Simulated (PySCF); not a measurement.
Energy of Ni⁺ (nickel, charge +1) between two integer charges

The 3d beta orbital of [Ar] 3d9 is emptied in steps (occupation f), with all orbitals relaxed, ending at [Ar] 3d8. Computed with PySCF 2.14 in aug-pcseg-2 (7s5p4d3f2g, 81 functions), with the non-relativistic Hamiltonian (point nucleus). The exact energy is a straight line in f; departures are measured from the line between the end points of the same method.

```csv
f,PBE0 (eV),r2SCAN (eV),LC-wPBE (eV)
1,0.000,0.000,0.000
0.8,-0.687,-1.012,-0.292
0.6,-1.047,-1.534,-0.456
0.4,-1.062,-1.547,-0.471
0.2,-0.717,-1.038,-0.324
0,0.000,0.000,0.000
```

```tsv
method	E(f=0) − E(f=1) (eV)	−ε at f=1 (eV)	−ε at f=0.4 (eV)
PBE0	18.322	14.109	19.134
r2SCAN	18.099	11.906	19.330
LC-wPBE	18.743	16.995	19.058
```

Orbital energy along the path (eV):

| f | PBE0 | r2SCAN | LC-wPBE |
| --- | --- | --- | --- |
| 1 | -14.109 | -11.906 | -16.995 |
| 0.8 | -15.688 | -14.240 | -17.586 |
| 0.6 | -17.370 | -16.750 | -18.280 |
| 0.4 | -19.134 | -19.330 | -19.058 |
| 0.2 | -20.966 | -21.960 | -19.909 |
| 0 | -22.856 | -24.624 | -20.823 |

Reference removal energy between the ground levels: 18.169 eV (measured; NIST Atomic Spectra Database, ionization energies). The calculation has no spin-orbit coupling. The determinant left behind need not be the lowest term of the ion.
